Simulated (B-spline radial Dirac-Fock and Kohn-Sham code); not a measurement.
How the settings move the core levels of Ba⁴⁺

ΔSCF core binding energies without Breit or QED terms, calculated with a radial B-spline solver. Keys: rel is the Hamiltonian (dirac, or spin-free x2c and nr, where L3 and M5 stand for the whole 2p and 3d shells), method is hf or an exchange,correlation pair (spin-unpolarised, also for the hole states), nuc the nuclear model, radius_factor scales its radius, rmax is the box in bohr, h the logarithmic mesh step, order the B-spline order, points the quadrature points per cell, c_factor scales the speed of light, and damp, ndamp, maxit and tol steer the iteration. The run stops when the commutator error falls below 10·tol·max(1, Z/10), or the numerical noise floor, and the energy has settled to about 1e-8 Ha; the virial ratio is −V/T.

Base input:

```json
{"items": [{"Z": 56, "q": 4, "cfg": [[1, 0, 2], [2, 0, 2], [2, 1, 6], [3, 0, 2], [3, 1, 6], [3, 2, 10], [4, 0, 2], [4, 1, 6], [4, 2, 10], [5, 0, 2], [5, 1, 4]], "A": 138, "rrms": 4.8378, "do": "settings", "holes": ["K", "L3", "M5"],
  "settings": [{"rel": "dirac", "method": "hf", "nuc": "fermi", "radius_factor": 1.0, "rmax": 45.0, "h": 0.3, "order": 8, "points": 10, "c_factor": 1.0, "maxit": 60, "damp": 0.5, "ndamp": 3, "tol": 1e-08}]}]}
```

The ground state converged in 10 iterations, with total energy -8132.11067 Ha, virial ratio 1.93680 and highest orbital energy -58.69 eV. ΔSCF binding energies: K (1s) 37629.1 eV, L3 (2p3/2) 5309.0 eV, M5 (3d5/2) 832.2 eV.

Changes from the base run:

| changed setting | Δ total energy (Ha) | Δ K (eV) | Δ L3 (eV) | Δ M5 (eV) | iterations |
| --- | --- | --- | --- | --- | --- |
| c_factor = 0.8 | -163.00074 | +1092.12 | -3.89 | -10.96 | 10 |
| rel = "x2c"; method = "pbe,pbe"; order = 7 | +1.39467 | -6.24 | +92.59 | +0.80 | 11 |
| method = "pbe,pbe" | -3.20890 | +28.62 | -25.88 | -5.53 | 9 |
| nuc = "gauss" | -0.00140 | +0.02 | 0.00 | 0.00 | 10 |
| radius_factor = 1.2 | +0.13133 | -1.50 | +0.01 | 0.00 | 10 |
| rel = "x2c" | ? | ? | ? | ? | ? |
| rel = "x2c"; radius_factor = 1.2; rmax = 80.0 | +4.10201 | -35.21 | +118.84 | +6.28 | 10 |

Problem. What does the change rel = "x2c" do?

Solution. The total energy moves by +3.97114 Ha and the binding energies by K -33.72 eV, L3 +118.83 eV, M5 +6.28 eV; the run takes 10 iterations.
